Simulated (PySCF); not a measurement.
## Name the molecule from its bond curve

A diatomic of charge 0 contains In. Its triplet curve at UHF in a double-zeta basis (scalar-relativistic core potentials, PySCF), in eV from the separated fragments:

R (Å), E (eV) and a bar:
```
    2.300     -0.134 ##############################
    2.407     -0.517 ##############
    2.514     -0.730 #####
    2.594     -0.809 #
    2.674     -0.835 
    2.754     -0.822 #
    2.861     -0.760 ###
    2.995     -0.637 ########
    3.155     -0.470 ################
    3.369     -0.292 #######################
```

The fit gives ωe = 257 cm⁻¹ and the rotational constant Bₑ = 0.09590 cm⁻¹.

Task: Which atom is the partner?

Result: The minimum lies at 2.684 Å, so the reduced mass is 16.8576 u Å² cm⁻¹/(Bₑ·Re²) = 24.40 u. With In at 114.90 u the partner weighs about 31.0 u: P. The molecule is InP.

Spin–orbit coupling is left out. The state was picked by a PBE0 search and need not be the measured ground state.
